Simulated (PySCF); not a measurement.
C5H7FO. Atoms are numbered in the order given.

```xyz
14

C     -2.0273    -1.0768     0.0180
C     -1.0705    -0.1003    -0.6505
C     -1.1228     1.3870    -0.2120
O      0.2592     1.3289     0.2252
C      0.3414    -0.0032    -0.1109
C      1.3568    -0.8518     0.0522
F      2.5270    -0.4875     0.6039
H     -2.0021    -0.9656     1.1133
H     -3.0616    -0.9118    -0.3249
H     -1.7569    -2.1172    -0.2213
H     -1.1015    -0.2167    -1.7463
H     -1.8015     1.6023     0.6299
H     -1.2639     2.1333    -1.0093
H      1.3046    -1.8971    -0.2579
```
Charge 0, spin multiplicity 1.

Coordinates come from a B3LYP-D3(BJ)/def2-SVP optimisation. The structure was generated by enumeration; whether it is a known compound was not checked.

The numbers are results of KT2/pcSseg-1 in PySCF, not measurements.

GIAO shieldings, no solvent; atoms listed in one row are averaged. δ = σ(ref) − σ: ¹³C against TMS (σ = 185.1 ppm); ¹⁷O against H2O (σ = 330.4 ppm); ¹⁹F against CFCl3 (σ = 127.1 ppm); ¹H against TMS (σ = 31.47 ppm), references at their B3LYP-D3(BJ)/def2-TZVP geometries, non-relativistic.

```tsv
nucleus	atoms	count	δ (ppm)
¹³C	C5	1	152.5
¹³C	C6	1	130.7
¹³C	C3	1	82.5
¹³C	C2	1	41.5
¹³C	C1	1	22.1
¹⁷O	O4	1	136.5
¹⁹F	F7	1	-221.3
¹H	H14	1	6.57
¹H	H13	1	5.07
¹H	H12	1	4.59
¹H	H11	1	3.91
¹H	H8, H9, H10	3	1.52
```
